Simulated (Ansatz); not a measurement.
`C[SiH2]B(C)C` + `CNB[SiH3]` → `CNB(C)C` + `C[SiH2]B[SiH3]`  (redistribution)

Isolated molecules relaxed with PBE0-D4/def2-TZVP in Ansatz; ΔE leaves out vibrations. CBS: MP2 limit from def2 TZ/QZ plus the TZ coupled-cluster correction, frozen cores. Functionals use def2-TZVPP. B3LYP here is the variant with VWN-RPA as its local correlation; programs differ in this. Each species was taken in one conformer, which may not be the lowest.

Is it downhill or uphill in electronic energy at CCSD(T)/CBS, and by how much? (Best estimate.)

The calculation gave: Uphill: ΔE = +14.3 kJ/mol.

What do these levels give: PBE-D4, r2SCAN-D4, PBE0-D4, B3LYP-D4, ωB97M-V, B2PLYP, SCS-MP2/def2-TZVPP, CCSD(T)/def2-TZVPP, HF/def2-QZVPP, MP2/def2-QZVPP, SCS-MP2/def2-QZVPP, CCSD/CBS(def2)? (An estimate is asked.)

Computed: PBE-D4 19.6, r2SCAN-D4 17.0, PBE0-D4 16.7, B3LYP-D4 16.6, ωB97M-V 16.3, B2PLYP 17.2, SCS-MP2/def2-TZVPP 15.6, CCSD(T)/def2-TZVPP 14.3, HF/def2-QZVPP 9.5, MP2/def2-QZVPP 16.4, SCS-MP2/def2-QZVPP 15.7, CCSD/CBS(def2) 12.6 kJ/mol.

Largest T1 diagnostic among the species: 0.014.

In def2-TZVPP, CCSD(T) changes the Hartree–Fock value by +4.9 kJ/mol (the triples alone add +1.7 kJ/mol) and MP2 by +7.0 kJ/mol. From PBE to PBE0 (25 % exact exchange), in def2-TZVPP and without D4, ΔE moves by −3.0 kJ/mol.
